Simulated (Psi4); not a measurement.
Psi4 input (wB97X-D/6-31G*):

```
memory 1500 MB

molecule {
1 2
B    -0.00000000   -0.00000000   -1.23654500
Cl    0.00000000    0.00000000    0.36369000
symmetry c1
no_reorient
no_com
}

set {
  basis 6-31G*
  reference uks
  scf_type pk
  dft_radial_points 99
  dft_spherical_points 590
  e_convergence 1e-8
  d_convergence 1e-7
  maxiter 150
}

e = energy('wb97x-d')
print_out(f'\nFINAL {e:.10f} DIPOLE {variable("CURRENT DIPOLE")[0]:.6f} {variable("CURRENT DIPOLE")[1]:.6f} {variable("CURRENT DIPOLE")[2]:.6f}\n')
```

From the output:

```

    Beta Occupied:

       1A   -102.068206     2A     -9.940906     3A     -7.685619
       4A     -7.681410     5A     -7.681410     6A     -7.339149
       7A     -1.295920     8A     -0.885590     9A     -0.762647
      10A     -0.762647

    Beta Virtual:

      11A     -0.382662    12A     -0.253138    13A     -0.253138
      14A     -0.035640    15A      0.104064    16A      0.224092
      17A      0.224092    18A      0.250524    19A      0.320030
      20A      0.320030    21A      0.325877    22A      0.519893
      23A      0.549613    24A      0.549613    25A      0.597633
      26A      0.597636    27A      0.947676    28A      1.047798
      29A      1.047798    30A      1.297720    31A      1.297720
      32A      1.692042    33A      3.152459    34A      4.058631

    Final Occupation by Irrep:
              A
    DOCC [    10 ]
    SOCC [     1 ]
    NA   [    11 ]
    NB   [    10 ]

  @UKS Final Energy:  -484.59059350606151

   => Energetics <=

    Nuclear Repulsion Energy =             28.1084108939936961
    One-Electron Energy =                -716.4293293529983657
    Two-Electron Energy =                 226.9677197078642905
    DFT Exchange-Correlation Energy =     -23.2373898406470225
    Empirical Dispersion Energy =          -0.0000049142740184
    VV10 Nonlocal Energy =                  0.0000000000000000
    Total Energy =                       -484.5905935060615093

  UHF NO Occupations:
  HONO-2 :    9  A 1.9975703
  HONO-1 :   10  A 1.9975703
  HONO-0 :   11  A 1.0000000
  LUNO+0 :   12  A 0.0024297
  LUNO+1 :   13  A 0.0024297
  LUNO+2 :   14  A 0.0001404
  LUNO+3 :   15  A 0.0000169

Computation Completed

Properties will be evaluated at   0.000000,   0.000000,   0.000000 [a0]

Properties computed using the SCF density matrix

 Multipole Moments:

 ------------------------------------------------------------------------------------
     Multipole            Electronic (a.u.)      Nuclear  (a.u.)        Total (a.u.)
 ------------------------------------------------------------------------------------

 L = 1.  Multiply by 2.5417464519 to convert [e a0] to [Debye]
 Dipole X            :         -0.0000000            0.0000000           -0.0000000
 Dipole Y            :         -0.0000000            0.0000000           -0.0000000
 Dipole Z            :         -1.2352456            0.0000094           -1.2352361
 Magnitude           :                                                    1.2352361

 ------------------------------------------------------------------------------------

FINAL -484.5905935061 DIPOLE -0.000000 -0.000000 -1.235236

*** Psi4 exiting successfully. Buy a developer a beer!
```

The dipole moment of an ion depends on the origin.

The geometry given is a B3LYP-D3(BJ)/def2-TZVP minimum.
